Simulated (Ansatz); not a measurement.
Correlation energies of AlH₅O₂Si, SMILES `[OH][AlH][SiH2]O` by basis set

| atom | x (Å) | y (Å) | z (Å) |
| --- | --- | --- | --- |
| O1 | 2.206 | -0.085 | 0.973 |
| Al2 | 0.941 | -1.077 | 0.418 |
| Si3 | -1.150 | 0.008 | -0.333 |
| O4 | -1.006 | 1.666 | -0.406 |
| H5 | 2.116 | 0.864 | 1.055 |
| H6 | 1.241 | -2.632 | 0.433 |
| H7 | -1.610 | -0.533 | -1.652 |
| H8 | -2.260 | -0.235 | 0.630 |
| H9 | -0.476 | 2.024 | -1.119 |

Total charge 0; spin multiplicity 1. All single points use the PBE0-D4/def2-TZVP geometry. It is one conformer, not always the lowest. Frozen core, restricted reference, Ansatz. CBS rows extrapolate triple and quadruple zeta; past MP2 they add the triple-zeta difference.

| basis | HF (Eh) | MP2 corr. |
| --- | --- | --- |
| def2-SVP | -683.27526 | -0.53535 |
| def2-TZVPP | -683.66773 | -0.68515 |
| def2-QZVPP | -683.69189 | -0.74080 |

Estimate the CCSD correlation energy and the (T) correction in each basis where they were run (hartree).


| basis | CCSD corr. | (T) |
| --- | --- | --- |
| def2-SVP | -0.57479 | -0.01214 |
| def2-TZVPP | -0.71869 | -0.02437 |
| CBS(def2) | -0.81555 | as TZ |
